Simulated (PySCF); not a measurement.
C4H8F2O2.
InChI=1S/C4H8F2O2/c1-7-3(5)4(6)8-2/h3-4H,1-2H3/t3-,4+

Level: CAM-B3LYP/def2-SVPD in PySCF, non-relativistic, on one gas-phase PBE0-D3(BJ)/def2-SVP geometry that isn't relaxed in the solvent. The solvent is an IEF-PCM continuum (van der Waals radii × 1.2), and excitations are vertical TDDFT with non-equilibrium linear response and a frozen core. Only the electrostatic response of the medium enters.

Gas-phase singlets (H = HOMO, L = LUMO):

| state | E (eV) | λ (nm) | f | leading configuration |
| --- | --- | --- | --- | --- |
| S1 | 8.387 | 148 | 0.036 | H→L 52% |
| S2 | 8.394 | 148 | 0.002 | H-1→L 48% |
| S3 | 9.093 | 136 | 0.003 | H-1→L+4 24% |
| S4 | 9.098 | 136 | 0.018 | H→L+4 26% |
| S5 | 9.206 | 135 | 0.000 | H→L+2 82% |

Task: What are the lowest 5 singlets in dichloromethane (ε = 8.93)?

Result: 
| state | E (eV) | λ (nm) | f | leading configuration | change by rank (eV) |
| --- | --- | --- | --- | --- | --- |
| S1 | 8.448 | 147 | 0.027 | H→L 58% | +0.061 |
| S2 | 8.462 | 147 | 0.001 | H-1→L 54% | +0.068 |
| S3 | 9.072 | 137 | 0.001 | H→L+2 48% | -0.021 |
| S4 | 9.085 | 136 | 0.040 | H-1→L+2 47% | -0.013 |
| S5 | 9.247 | 134 | 0.000 | H→L+3 75% | +0.041 |

Task: The ground-state energy changes by -0.251 eV from gas to dichloromethane. By how much does the total energy of gas-phase S1 change?

Result: E(S1) = E(S0) + excitation energy, so it changes by -0.251 + 0.061 = -0.190 eV: it is lowered less than the ground state, which is what a blue shift means. This is the vertical state, with the slow part of the continuum still set for S0.

Task: How do the frontier levels move from gas to dichloromethane?

Result: 
| orbital | gas (eV) | solvent (eV) | change (eV) |
| --- | --- | --- | --- |
| LUMO+2 | 2.14 | 2.12 | -0.02 |
| LUMO+1 | 1.50 | 1.74 | +0.24 |
| LUMO | 1.41 | 1.52 | +0.11 |
| HOMO | -10.09 | -10.05 | +0.04 |
| HOMO-1 | -10.14 | -10.11 | +0.03 |
| HOMO-2 | -10.71 | -10.73 | -0.02 |
| HOMO-3 | -11.35 | -11.31 | +0.04 |

The HOMO–LUMO gap goes from 11.50 to 11.57 eV. Rows go by rank; for LUMO+2 the atom shares or the degeneracy differ between the runs, so the row needn't follow one orbital.

The values belong to the conformer `[CH3:1][O:2][C@@H:3]([F:4])[C@@H:5]([F:6])[O:7][CH3:8]`: C1–O2–C3–F4 72°, O2–C3–C5–F6 59°, C3–C5–O7–C8 170°.
